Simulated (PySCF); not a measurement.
Molecule: `FC(F)(F)[C@H]1CCO[SiH2]1`, C₄H₇F₃OSi.

Cartesian coordinates in Å; atom numbers follow the order of the lines, from 1:
```xyz
16

F     2.3601   -1.5249   -0.1009
C     1.8581   -0.3211    0.2427
F     1.7911   -0.3261    1.5857
F     2.8073    0.5775   -0.0789
C     0.5480   -0.0160   -0.4095
C    -0.5326   -1.0278   -0.0218
C    -1.8773   -0.3252   -0.2161
O    -1.7565    1.0271    0.1747
Si   -0.2483    1.6433    0.1516
H     0.7250   -0.0319   -1.4872
H    -0.4166   -1.2802    1.0343
H    -0.4817   -1.9462   -0.6066
H    -2.6642   -0.7803    0.3896
H    -2.1808   -0.3546   -1.2677
H     0.1527    2.0455    1.4896
H    -0.0919    2.6496   -0.8907
```

Frames of a GFN2-xTB Langevin trajectory at 300 K; GIAO PBE0/pcSseg-1 shieldings in PySCF 2.14.0 with density-fitted response routines, gas phase, non-relativistic; equivalent atoms averaged within each frame.

Referencing at the same level of theory: ¹⁹F (170.95 ppm) vs CFCl3; ¹³C (186.93 ppm), ²⁹Si (349.16 ppm), ¹H (31.72 ppm) vs TMS; H2O for ¹⁷O (336.08 ppm). The references are static minima.

How do the shifts (ppm) fluctuate along the trajectory?

## Answers


```tsv
time (fs)	F1/F3/F4	C2	C7	C5	C6	O8	Si9	H16	H13	H15
250	-80.7	136.7	71.0	41.2	31.4	32.4	-6.7	5.19	4.52	4.34
425	-61.1	144.0	70.6	30.1	26.2	26.9	9.4	5.46	4.65	5.20
625	-63.6	144.7	81.1	38.9	28.2	35.9	-16.7	5.61	5.08	4.44
800	-77.0	134.4	79.9	36.3	43.8	29.0	5.8	5.30	5.80	5.04
1000	-81.2	139.6	76.7	39.2	31.8	42.5	-8.8	5.09	5.02	4.87
mean of frames	-72.7	139.9	75.9	37.2	32.3	33.4	-3.4	5.33	5.01	4.78
standard deviation	9.7	4.5	4.9	4.3	6.9	6.1	10.8	0.21	0.50	0.38
```

5 frames give an uncertainty of the mean of about the standard deviation over 2.2 at best, since frames this close in time may not be independent; classical motion lacks zero-point vibration, and the reference would need the same averaging.
